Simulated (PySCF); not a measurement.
**An excited-state table with gaps**

C₅H₆NPS.
Z-matrix (Å and degrees, GFN2-xTB geometry), rows numbered from 1:
```
S 
P   1  1.9239
C   2  1.8157  1  116.51
C   3  1.3859  2  122.15  1     0.14
C   4  1.3867  3  117.59  2  -179.73
C   5  1.3860  4  118.61  3    -0.13
C   6  1.3904  5  118.81  4     0.16
N   7  1.3190  6  122.99  5    -0.05
H   2  1.3962  1  117.96  3  -121.39
H   2  1.3958  1  117.95  3   121.44
H   4  1.0806  3  119.61  2     0.13
H   5  1.0802  4  120.55  3   179.77
H   6  1.0788  5  120.91  4  -179.83
H   7  1.0822  6  121.33  5   179.92
```

Method: PySCF 2.14.0, density-fitted response routines, TDDFT B3LYP/def2-SVPD, vertical, gas phase, core orbitals frozen in the response.

Orbital energies (eV): HOMO-3 -8.08, HOMO-2 -7.95, HOMO-1 -6.56, HOMO -6.51, LUMO -1.89, LUMO+1 -1.37, LUMO+2 0.14.

Lowest singlets, with some entries withheld (?).

```json
{"state": "S1", "E (eV)": "3.85", "f": "0.0002", "main configurations (H = HOMO, L = LUMO)": "?"}
{"state": "S2", "E (eV)": "?", "f": "0.013", "main configurations (H = HOMO, L = LUMO)": "H→L (98%)"}
{"state": "S3", "E (eV)": "?", "f": "?", "main configurations (H = HOMO, L = LUMO)": "?"}
{"state": "S4", "E (eV)": "4.47", "f": "?", "main configurations (H = HOMO, L = LUMO)": "H→L+1 (98%)"}
{"state": "S5", "E (eV)": "4.79", "f": "0.0024", "main configurations (H = HOMO, L = LUMO)": "H-2→L (98%)"}
{"state": "S6", "E (eV)": "5.27", "f": "?", "main configurations (H = HOMO, L = LUMO)": "?"}
{"state": "S7", "E (eV)": "5.46", "f": "0.092", "main configurations (H = HOMO, L = LUMO)": "H-3→L (70%), H-4→L+1 (17%)"}
{"state": "S8", "E (eV)": "5.68", "f": "0.0068", "main configurations (H = HOMO, L = LUMO)": "H→L+2 (82%), H→L+3 (14%)"}
```

(1) What stands in place of each question mark?

(2) What is the mean static polarisability from the same response equations?

(3) How far apart are S4 and S7, in eV and cm⁻¹?

(4) Where do the lowest triplets lie (Tamm–Dancoff)?

Answers

(1) 
- S1: H-1→L (98%)
- S2: E = 3.94 eV
- S3: E = 4.41 eV; f = 0.0000; H-1→L+1 (98%)
- S4: f = 0.0070
- S6: f = 0.0007; H-2→L+1 (98%)

(2) 109.9 au (16.29 Å³), with principal values 70.6, 109.8 and 149.3 au.

(3) 5.456 − 4.470 = 0.986 eV, or about 7960 cm⁻¹.

(4) T1 3.69 eV, H-1→L (87%), H-2→L (11%); T2 3.78 eV, H→L (97%); T3 4.22 eV, H-2→L (50%), H-1→L+1 (26%). E(S1) − E(T1) = +0.17 eV.

Time: 75 s wall (grids of density and orbitals included); peak memory 0.85 GiB. Hardware: Intel Xeon Platinum 8488C, one thread, shared host with 96 logical CPUs at a one-minute load of 66.

One conformer stands for the species.
